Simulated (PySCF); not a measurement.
Computed beside measured shifts

System: MeOCOCH(CF3)2 (C5H4F6O2), SMILES COC(=O)C(C(F)(F)F)C(F)(F)F.

Atom-mapped SMILES (hydrogens are numbered by the atom that bears them): [CH3:1][O:2][C:3](=[O:4])[CH:5]([C:6]([F:7])([F:8])[F:9])[C:10]([F:11])([F:12])[F:13]

Method: GIAO PBE0/pcSseg-1, IEF-PCM chloroform, PySCF SCF with an in-house response code, fitting set def2-universal-JFIT up to Ne and JKFIT beyond, grid level 2, non-relativistic, geometry: PBE0-D3(BJ)/def2-SVP.

One optimised conformer. Values are averaged over the atoms that symmetry or fast rotation interchanges, on this one geometry and without vibrational averaging. Shifts are the reference shielding less the shielding here, at the same level (13C, 1H against isolated TMS; 19F against isolated CFCl3; 17O against isolated H2O); nuclei without a reference have shieldings only.

(1) What shifts does this level give for O2, O4, and how do they compare with measurement?

Results:

(1) 
| atom | nucleus | computed / ppm | measured / ppm | computed less measured | measured against | medium of the measurement |
| --- | --- | --- | --- | --- | --- | --- |
| O2 | 17O | 209.5 | 149.1 | 60.4 | D2O (external) | neat |
| O4 | 17O | 466.4 | 375.4 | 91.0 | D2O (external) | neat |

Measured values: 17O NMR survey of organic solvents and oxofluorinated compounds, PMC5915748.
